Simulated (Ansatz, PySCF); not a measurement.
Species: sum formula GaO2H2 (charge 0, doublet). It need not be the lowest isomer of its formula. SMILES: [OH][Ga][OH]
Structure (B3LYP-D3(BJ)/def2-TZVP (Ansatz, a program for electronic structure) minimum search):
```xyz
5

Ga     0.1855     0.1805     0.2316
O      0.7381    -0.1404    -1.4641
H      1.5997     0.2348    -1.6756
O     -1.4379    -0.5408     0.5901
H     -1.7505    -0.3816     1.4872
```
Charge 0, spin multiplicity 2.

Wanted: vertical ionisation energy (to the singlet state of charge +1; each state is the SCF solution reached for its spin; for the singlet the Hartree-Fock reference is unstable and T1 is 0.022), in eV. Correlated levels leave the core frozen unless marked. Open shells are spin-unrestricted. No spin-orbit coupling. Frozen are the shells of the preceding noble gas and the d and f shells that filled before the atom's block. Non-relativistic. Basis-set limits of correlation are two-point, X^-3; Hartree-Fock from the larger set. [CCSD(T)-MP2]/basis is that difference in the basis named.

```csv
level,program,vertical ionisation energy (eV)
HF/aug-cc-pVDZ,Ansatz,8.77
HF/aug-cc-pVTZ,Ansatz,8.73
HF/aug-cc-pVQZ,Ansatz,8.71
SVWN5/def2-TZVPD,Ansatz,8.82
r2SCAN/def2-TZVPD,Ansatz,8.85
PBE0/def2-TZVPD,Ansatz,8.84
CAM-B3LYP/def2-TZVPD,Ansatz,9.03
wB97M-V/def2-TZVPD,Ansatz,8.84
B2PLYP/def2-TZVPD,Ansatz,8.66
"RI-MP2/CBS(aug-cc-pVTZ,aug-cc-pVQZ)",Ansatz,8.54
SCS-MP2/aug-cc-pVDZ,Ansatz,8.45
SCS-MP2/aug-cc-pVTZ,Ansatz,8.46
CCSD/aug-cc-pVTZ,Ansatz,8.66
CCSD(T)/aug-cc-pVDZ,Ansatz,8.55
"RI-MP2/CBS(aug-cc-pVTZ,aug-cc-pVQZ)+[CCSD(T)-MP2]/aug-cc-pVTZ",Ansatz,8.62
```

For comparison, minus the highest occupied orbital energy (PySCF): 7.09 eV at MN15/def2-TZVPD, 6.54 eV at PW6B95/def2-TZVPD, 7.58 eV at M06-2X/def2-TZVPD.
